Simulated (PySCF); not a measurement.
Species: CBr2F2.
Structure used (PBE0-D3(BJ)/def2-SVP), in Å, numbered top down from 1:
```
atom  x, y, z in Å
F1     0.4025    0.3455   -1.3049
C2     0.0475   -0.0946   -0.1119
F3     0.0890   -1.4139   -0.1245
Br4   -1.7601    0.4835    0.2690
Br5    1.2960    0.5691    1.2101
```

Computed at B3LYP/pcJ-1 (pcSseg-1 on Br) (PySCF, non-relativistic), with Q(79Br) = 0.313 b: Br4, 79Br (I = 3/2): χzz = 639.3 MHz, η = 0.009.

**Question.** Where would the pure quadrupole (NQR) lines of 79Br at Br4 fall for the rigid, isolated species?

**Answer.** From ν = (|χ|/2)√(1 + η²/3): ν = 319.6 MHz (alkyl bromine). For 81Br the ratio of quadrupole moments, 0.8354, gives 267.0 MHz.

**Question.** Apply the simplest Townes–Dailey estimate (no s hybridisation, no π bonding), ionic character = 1 − χzz/χ0, where χ0 is the coupling for one missing p electron along the bond: 769.76 MHz for 79Br.

**Answer.** Br4 on C2: 1 − (639.3)/(769.76) = 0.17. In this model a purely covalent bond gives χ0 and a free halide ion gives zero; s hybridisation or π bonding, where present, is counted here as ionic character.

In a crystal, neighbours and librations shift these lines. The calculation is non-relativistic, for bromine too. With a basis this small, the couplings can be 20 % off.
